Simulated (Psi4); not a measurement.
Pair of molecules, SMILES O=C=O with SMILES CC (the first has 3 atoms); geometry from B3LYP-D3(BJ)/def2-TZVP, rigid monomers moved along the line of their centres of mass till C2···C4 is 4.78 Å.
(charge 0, multiplicity 1):
```xyz
11

O      0.37157     0.92969     0.38386
C     -0.01397    -0.13058     0.11523
O     -0.39888    -1.18957    -0.15789
C     -0.21077    -0.56458     4.87015
C      0.23677     0.80126     5.38258
H     -0.44861    -1.24193     5.69266
H      0.56945    -1.04219     4.27332
H     -1.10537    -0.48447     4.24858
H     -0.54360     1.27319     5.98279
H      0.47419     1.47509     4.55783
H      1.12734     0.71605     6.00830
```

Level of theory: SAPT0/jun-cc-pV(D+d)Z (Psi4).

Problem. Which attractive term is largest, and how does the interaction split up?

Solution. electrostatics -0.03, exchange 0.01, induction -0.01, dispersion -0.16, total -0.19 kcal/mol; the largest attraction is dispersion.
